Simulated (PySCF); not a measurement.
**Worked example: chemical shift, span and skew from a shielding tensor**

CH₄AlClOS, SMILES C[S][Al]([OH])[Cl]. Atoms are numbered in the order given.

```xyz
9

Al    -0.2935    -0.3900     0.0000
Cl     0.5054    -2.3352     0.0000
O     -1.9685    -0.1084     0.0000
H     -2.6642    -0.7714     0.0000
S      1.0198     1.3270     0.0000
C     -0.2202     2.7034     0.0000
H     -1.2493     2.3227     0.0000
H     -0.0548     3.3161    -0.8963
H     -0.0548     3.3161     0.8963
```

Coordinates come from a B3LYP-D3(BJ)/def2-SVP optimisation. The structure was generated by enumeration; whether it is a known compound was not checked. One conformer was computed; it need not be the lowest.

GIAO shieldings from PBE/pcSseg-1 run with PySCF, non-relativistic, no solvent. The symmetric part of the tensor of C6 has the principal values 153.6, 157.6, 187.5 ppm. The same nucleus in TMS has σ = 182.0 ppm at this level (PySCF, at its B3LYP-D3(BJ)/def2-TZVP geometry). Without spin–orbit terms, shifts of atoms bonded to Cl or Br come out too high.

Question: Work out the isotropic shielding, the ¹³C shift against TMS, the span and the skew.

Answer: 
σ(iso) = (σ11 + σ22 + σ33)/3 = 166.2 ppm. δ = σ(ref) − σ(iso) = 182.0 − (166.2) = 15.8 ppm.
Span Ω = σ33 − σ11 = 33.9 ppm. Skew κ = 3(σ(iso) − σ22)/Ω = 0.76. Tumbling in solution averages the tensor to δ; in a static solid the shielding alone would spread this spin-1/2 line over Ω.
